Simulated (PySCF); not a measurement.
MgIn, PBE0: how much the basis matters

PySCF, UKS reference; doublet, unpaired electrons π ↑; De to Mg + In without counterpoise correction.

| basis | relativity | functions | Re (Å) | ωe (cm⁻¹) | De (eV) | μ (D) |
| --- | --- | --- | --- | --- | --- | --- |
| def2-SVP | scalar-relativistic core potentials | 44 | 3.023 | 151 | 0.42 | -1.02 |
| def2-SVPD | scalar-relativistic core potentials | 53 | 3.019 | 152 | 0.43 | -0.96 |
| aug-cc-pVDZ/aug-cc-pVDZ-PP | scalar-relativistic core potentials | 59 | 3.022 | 151 | 0.42 | -0.97 |

How does each smaller set differ from the one with most functions, aug-cc-pVDZ/aug-cc-pVDZ-PP?

def2-SVP: +0.1 pm, +0.0 % in ωe, +0.00 eV in De; def2-SVPD: -0.3 pm, +0.7 % in ωe, +0.01 eV in De. All at PBE0; the set with most functions is neither the basis-set limit nor always the best.

A positive dipole means Mg(−)In(+). Spin–orbit coupling is left out, which matters for elements this heavy, above all for dissociation energies. The state is the lowest determinant that a PBE0 search found; another state may lie lower at other levels.
